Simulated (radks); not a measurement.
Results of a calculation; reference values are marked as such.
Problem. These are the eigenvalues of the occupied orbitals of an atom or ion with whole-number occupations (eV). Code: a radial shooting solver on a logarithmic mesh with Libxc functionals. Model: scalar-relativistic Kohn-Sham, PBE, spin-polarised, spherical densities, finite nucleus; Fermi nuclear charge, rms radius of each element as measured or else 0.836 A^(1/3) + 0.57 fm.

1s up: -63267.87
1s down: -63267.87
2s up: -10806.04
2s down: -10806.03
2p up: -9513.315
2p down: -9513.300
3s up: -2483.067
3s down: -2482.554
3p up: -2094.980
3p down: -2094.466
3d up: -1628.513
3d down: -1628.121
4s up: -529.2513
4s down: -528.2441
4p up: -401.7051
4p down: -400.7198
4d up: -235.1810
4d down: -234.2151
5s up: -99.7472
5s down: -99.2799
5p up: -68.7454
5p down: -68.3777
4f up: -51.8118
4f down: -50.9156
7s up: -14.8776

Which element is it, and in what charge state? The configuration may be excited. Open shells, if any, are filled with parallel spins first.

Solution. Z = 71, lutetium, charge +3: Lu3+ in [Xe] 4f13 7s1. The list shows which subshells hold electrons but not how many an open one holds; the 1s level, -2325.1 hartree, gives Z - s = 68.2 by -(Z - s)^2/2, which with screening and relativity narrows Z to a few neighbours, and the depths of the outer levels then fix element, charge and occupations together.
